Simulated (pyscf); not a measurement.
# `[SH][V]([Cl])([Cl])[Cl]`, doublet

Gas-phase minimum from PySCF at ωB97X-D3(BJ)/def2-SVP, one conformer. Other isomers of [HS–V(Cl)(Cl)–Cl]• were not searched in full and may lie lower. 

```xyz
6

S      1.7706    -0.3348    -0.4550
V     -0.2650     0.3781    -0.3224
Cl    -0.3212     2.3279    -1.1614
Cl    -1.3077    -1.0178    -1.5344
Cl    -0.8650     0.2388     1.7096
H      2.2888     0.6245     0.3467
```
Charge 0, spin multiplicity 2.

Bonds (Å): S1–V2 2.161, S1–H6 1.353, V2–Cl3 2.123, V2–Cl4 2.122, V2–Cl5 2.123. Angles (°): V2–S1–H6 95.2, S1–V2–Cl3 107.7, S1–V2–Cl4 102.2, S1–V2–Cl5 107.7, Cl3–V2–Cl4 111.4, Cl3–V2–Cl5 115.5, Cl4–V2–Cl5 111.4.

Properties at ωB97X-D3(BJ)/def2-SVP:

- Harmonic wavenumbers, unscaled: 102, 110, 123, 126, 136, 197, 395, 485, 503, 521, 615, 2722 cm⁻¹
- Zero-point energy: 8.6 kcal/mol
- Rotational symmetry number: 1
- Entropy of this conformer at 298 K and 1 atm, rigid rotor and harmonic oscillator, modes under 100 cm⁻¹ raised to 100: 392.3 J/(mol K)
- Dipole moment: 1.60 D
- Spin expectation value S2: 0.769

Single-point totals, which compare only within one level:

| level | total energy (hartree) |
|---|---|
| ωB97X-D3(BJ)/def2-TZVP | -2723.63943 |
| PBE/def2-TZVP | -2722.71738 |
| r²SCAN/def2-TZVP | -2723.52681 |
| B3LYP-D3(BJ)/def2-TZVP | -2723.74523 |
| PBE0-D3(BJ)/def2-TZVP | -2722.84934 |
| M06-2X/def2-TZVP | -2723.50478 |
| ωB97M-D3(BJ)/def2-TZVP | -2723.85420 |

Soft torsions are taken as harmonic, which can shift the entropy by several J/(mol K). Open-shell species with a d-block atom are single-reference here; other states, and whether the spin sits on metal or ligand, were not checked.
